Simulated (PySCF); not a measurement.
Species: C3H11NOSi.
Numbering: `[CH3:1][O:2][SiH2:3][N:4]([CH3:5])[CH3:6]` (hydrogens: H7, H8, H9 on C1; H10, H11 on Si3; H12, H13, H14 on C5; H15, H16, H17 on C6)

Torsions of this conformer, `[CH3:1][O:2][SiH2:3][N:4]([CH3:5])[CH3:6]`: C1–O2–Si3–N4 -84°, O2–Si3–N4–C5 -166°.

The closed-shell ground state was solved at several levels (PySCF, density fitting, gas phase, non-relativistic). One conformer (not necessarily the lowest) at the GFN2-xTB geometry, without solvent, vibrations or thermal averaging. GFN2-xTB frequencies show an imaginary mode (40i cm⁻¹), so this geometry is no minimum at that level.

| level | basis functions | HOMO (eV) | LUMO (eV) | gap (eV) | dipole (D) |
| --- | --- | --- | --- | --- | --- |
| PBE0/pcSseg-1 | 164 | -6.18 | 1.02 | 7.20 | 1.70 |
| PBE0/def2-SVPD | 215 | -6.24 | 0.50 | 6.74 | 1.51 |

**Question.** What might CAM-B3LYP/def2-SVPD (215 basis functions) give for the same quantities?

**Answer.** HOMO -7.60 eV, LUMO 1.18 eV, gap 8.78 eV, dipole 1.56 D.

**Question.** Over all these levels, which gives the widest orbital gap and which the narrowest?

**Answer.** CAM-B3LYP/def2-SVPD (range-separated hybrid) has the widest, 8.78 eV, and PBE0/def2-SVPD (global hybrid, 25 % exact exchange) the narrowest, 6.74 eV. The two share the basis. From the narrowest to the widest the HOMO moves by -1.36 eV and the LUMO by +0.68 eV.

**Question.** How far do the dipole and the HOMO energy spread over the levels?

**Answer.** The dipole runs from 1.51 to 1.70 D (mean 1.59 D) and the HOMO from -7.60 to -6.18 eV.
